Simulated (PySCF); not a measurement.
# Fluorine: a sound run and one with changed settings

Sound run: F⁺ [He] 2s2 2p4, F²⁺ [He] 2s2 2p3. Computed with PySCF 2.14 in 6-31G*, with no relativity, point nucleus. The sound run starts from symmetry-adapted Hartree-Fock orbitals and uses a fine grid where one is needed.

Changed run: initial guess 1e, at most 3 SCF cycles. This setting is unsound on purpose.

```tsv
species	method	sound run (hartree)	changed run (hartree)	converged
F⁺	UHF	-98.78846	-98.78844	no
F⁺	M06-L	-99.06768	-99.06709	no
F⁺	LDA	-98.40197	-98.40196	no
F²⁺	UHF	-97.55968	-97.55968	no
F²⁺	M06-L	-97.76915	-97.76912	no
F²⁺	LDA	-97.10236	-97.10236	no
```

The SCF was stopped early; the energies are upper bounds that still move, and correlated levels were skipped or rest on poor orbitals.
